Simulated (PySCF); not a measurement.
Cs³⁷⁺ (caesium, charge +37): Hartree-Fock from Schrödinger to Dirac-Coulomb-Breit

Occupied: 1s1/2, 2s1/2, 2p1/2, 2p3/2, 3s1/2, 3p1/2, 3p3/2. Hartree-Fock calculated with PySCF 2.14 in an even-tempered Gaussian basis (17 s from 3.2 bohr⁻², ratio 2.7; 13 p from 3.9 bohr⁻², ratio 2.7), Gaussian nucleus throughout. NR is non-relativistic, sf-X2C the spin-free one-electron X2C Hamiltonian, X2C adds the bare one-electron spin-orbit term, X2C-SNSO screens it by Boettger's factors, DC is four-component Dirac-Coulomb, and the Gaunt and Breit terms are added at first order (total energies over the DC spinors, levels after relaxing the spinors in that mean field). QED terms are absent. Levels marked empty are virtual spinors of this ion; the basis has s and p functions only, so 3d, which can lie below the n = 4 levels, is absent.

```
Hamiltonian  E (hartree)  E − E(DC) (hartree)  CPU seconds
         NR   -6460.7433             229.8103         0.18
     sf-X2C   -6685.7859               4.7678         0.12
        X2C   -6688.7084               1.8452         0.13
   X2C-SNSO   -6688.4917               2.0620         0.12
         DC   -6690.5536               0.0000          6.2
   DC+Gaunt   -6684.2936               6.2600           11
   DC+Breit   -6684.9031               5.6505           33
```

Problem. Give the 3p spin-orbit interval with each Hamiltonian that has one.

Solution. X2C 90.33; X2C-SNSO 86.88; DC 86.53; DC+Gaunt 85.45; DC+Breit 85.45 (eV).

```
   level (eV)        NR    sf-X2C       X2C  X2C-SNSO        DC  DC+Gaunt  DC+Breit
        1s1/2  -36671.9  -38214.6  -38210.4  -38210.7  -38244.7  -38150.2  -38157.1
        2s1/2   -7360.7   -7769.1   -7767.9   -7768.0   -7772.1   -7762.5   -7763.2
        2p1/2   -7056.8   -7179.2   -7439.8   -7429.4   -7430.9   -7415.1   -7416.8
        2p3/2   -7056.8   -7179.2   -7063.5   -7067.6   -7071.0   -7059.8   -7061.4
        3s1/2   -2792.6   -2908.8   -2908.4   -2908.4   -2909.4   -2907.2   -2907.4
        3p1/2   -2667.7   -2712.0   -2774.3   -2771.9   -2772.2   -2768.6   -2769.0
        3p3/2   -2667.7   -2712.0   -2684.0   -2685.0   -2685.7   -2683.1   -2683.6
4s1/2 (empty)   -1383.9   -1426.4   -1426.3   -1426.3   -1426.6   -1425.8   -1425.9
4p1/2 (empty)   -1339.2   -1357.7   -1379.3   -1378.4   -1378.5   -1377.2   -1377.4
4p3/2 (empty)   -1339.2   -1357.7   -1348.0   -1348.4   -1348.6   -1347.7   -1347.9
```

Weight of the small component: 1s1/2 0.0412, 2s1/2 0.00908, 2p1/2 0.00903, 2p3/2 0.00857, 3s1/2 0.00327, 3p1/2 0.00319, 3p3/2 0.00307, 4s1/2 0.00145, 4p1/2 0.00145, 4p3/2 0.00140.

Koopmans' value for the highest occupied level at DC+Breit: 2683.6 eV, against an ionisation energy of 2683 ± 4 eV (theoretical estimate listed by NIST; NIST Atomic Spectra Database, ionization energies); the former lacks relaxation, correlation, QED and recoil.

The whole ladder took 52 s of wall time on 1 thread of Intel(R) Xeon(R) 6975P-C (shared host), launched as `OMP_NUM_THREADS=1 python relrun2.py TASK.json OUT` (a driver that calls PySCF for each Hamiltonian).
